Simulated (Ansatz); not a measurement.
Isolated molecules relaxed with PBE0-D4/def2-TZVP in Ansatz; ΔE leaves out vibrations. CCSD(T)/CBS is the MP2 limit (def2-TZVPP, def2-QZVPP) plus CCSD(T) − MP2 in def2-TZVPP, frozen cores. This one scheme is used for every species. Functionals use def2-TZVPP. B3LYP here is the variant with VWN-RPA as its local correlation; programs differ in this. HSE06 is defined as in plane-wave codes. For Br, Ge outer-core shells are correlated without core-valence functions, which leaves a few kJ/mol of doubt a bond. Scalar relativity is left out up to krypton. One conformer a species, not always the lowest.

Reaction (cleavage of the Ge–Si bond): `N[SiH2][GeH2][OH]` + HBr → `[OH][GeH2][Br]` + `N[SiH3]`

```tsv
level	ΔE (kJ/mol)	difference from CCSD(T)/CBS
LDA (SPW92)	-64.0	14.1
PBE-D4	-69.4	8.7
revPBE-D4	-69.4	8.7
BLYP-D4	-73.8	4.3
r2SCAN-D4	-79.9	-1.8
B97M-V	-78.9	-0.8
PBE0-D4	-74.6	3.5
B3LYP-D4	-77.9	0.2
r2SCAN0-D4	-82.2	-4.1
HSE06-D4	-75.2	2.9
BHLYP-D4	-85.4	-7.3
CAM-B3LYP-D4	-78.8	-0.7
ωB97X-V	-80.3	-2.2
B2PLYP	-85.0	-6.9
PBE-QIDH	-83.5	-5.4
revPBE	-76.4	1.7
r2SCAN	-81.1	-3.0
PBE0	-77.9	0.2
B3LYP	-83.4	-5.3
r2SCANh	-82.0	-3.9
r2SCAN0	-83.6	-5.5
HSE06	-78.3	-0.2
BHLYP	-90.1	-12.0
CAM-B3LYP	-82.3	-4.2
LC-ωPBE	-76.9	1.2
RPA@PBE/def2-TZVPP	-77.0	1.1
HF/def2-SVP	-97.7	-19.6
MP2/def2-SVP	-86.9	-8.8
CCSD/def2-SVP	-81.0	-2.9
HF/def2-TZVPP	-105.8	-27.7
MP2/def2-TZVPP	-85.9	-7.8
SCS-MP2/def2-TZVPP	-88.1	-10.0
CCSD/def2-TZVPP	-81.1	-3.0
CCSD(T)/def2-TZVPP	-79.2	-1.1
HF/def2-QZVPP	-106.3	-28.2
MP2/def2-QZVPP	-85.4	-7.3
SCS-MP2/def2-QZVPP	-87.9	-9.8
HF/CBS(def2)	-106.4	-28.3
MP2/CBS(def2)	-84.7	-6.6
CCSD/CBS(def2)	-79.9	-1.8
CCSD(T)/CBS	-78.1	0
```

Largest T1 diagnostic among the species: 0.011.

Leaving LDA and LC-ωPBE aside and taking each functional with its dispersion term where it has one, the values spread over 16.0 kJ/mol, from BHLYP-D4 to PBE-D4. LDA lies +9.0 kJ/mol from PBE without D4. In def2-TZVPP, CCSD(T) changes the Hartree–Fock value by +26.5 kJ/mol (the triples alone add +1.9 kJ/mol) and MP2 by +19.9 kJ/mol.

CCSD(T)/CBS has its own doubt, a few kJ/mol and more with outer-core shells, so smaller differences from it don't rank the levels.
